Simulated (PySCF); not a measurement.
**Electron correlation in Te³⁺ (tellurium, charge +3)**

[Kr] 4d10 5s2 5p1, 2P determinant. All numbers are calculated (PySCF 2.14, scalar relativity by spin-free X2C-1e, in aug-cc-pwCVTZ-DK3 (10s9p7d4f1g, 109 functions)). Frozen: [Ar] 3d10; 21 electrons correlated.

MP2 pair energies summed by pair of shells (mhartree):

```tsv
pair	energy	share (%)
4d-4d	-342.46	46.6
4p-4d	-129.59	17.6
4d-5s	-93.98	12.8
4p-4p	-41.62	5.7
4s-4d	-27.65	3.8
4d-5p	-26.82	3.7
5s-5s	-20.41	2.8
5s-5p	-16.65	2.3
4s-4p	-15.13	2.1
4p-5s	-11.60	1.6
4p-5p	-3.58	0.5
4s-4s	-3.29	0.4
4s-5s	-1.42	0.2
4s-5p	-0.43	0.1
```

Total MP2 correlation energy: -734.65 mhartree.

Same-spin part -250.37 and opposite-spin part -484.29 mhartree; SCS-MP2 scales them by 1/3 and 6/5 to -664.60 mhartree.
